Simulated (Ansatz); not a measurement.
Born–Oppenheimer molecular dynamics of BrClGeH$_{4}$ (7 atoms, charge 0, multiplicity 1). It starts at the highest image of a converged band. Of that band: A vibrational analysis at the climbing image gives 2 clearly imaginary modes (356i, 104i cm⁻¹): a point of higher order. A lower path may pass nearby, or the ends, which weren't checked, may share the extra mode.

Computed with RKS PBE0-D4/def2-SVP in Ansatz.

```
ensemble                      : NVE (velocity Verlet)
time step                     : 0.5 fs
steps asked                   : 200
starting velocities drawn for : 300 K
seed                          : 10491
```

First frame:

```xyz
7
Properties=species:S:1:pos:R:3
Ge -0.193 0.000 -0.129
Cl 0.079 0.000 2.472
H 1.342 0.000 0.017
H -0.611 1.316 -0.788
H -0.611 -1.316 -0.788
Br -2.672 0.000 1.001
H -1.351 0.000 2.224
```

How far do the bonds stretch over the last three quarters of this one trajectory? (Pairs bonded in most of those frames.)


```csv
bond,mean (Å),spread (Å),shortest,longest
Ge1–Cl2,2.215,0.116,2.07,2.47
Ge1–H3,1.547,0.027,1.50,1.59
Ge1–H4,1.533,0.024,1.50,1.57
Ge1–H5,1.530,0.007,1.52,1.54
Br6–H7,1.445,0.042,1.38,1.55
```

Pairs bonded in part of these frames only: Ge1–Br6 46 %.

Mean temperature of the second half: 1724 K. The conserved energy stayed within 0.043 meV per atom of its start (net change 0.037 meV per atom), so the integration is sound. The kinetic energy rose, since the run started high on the potential surface and went downhill. It ends in pieces (BrH + ClGeH3), so much of that is their flight and rotation, not heat. A run of 0.1 ps of so small a system gives no equilibrium averages. The orbitals stay closed-shell, which can raise the energy where a bond breaks towards radicals; this wasn't checked here.

The run took 9.2 min on 2 threads of Arm Neoverse V1, with other jobs on the host, peak memory 0.25 GiB.
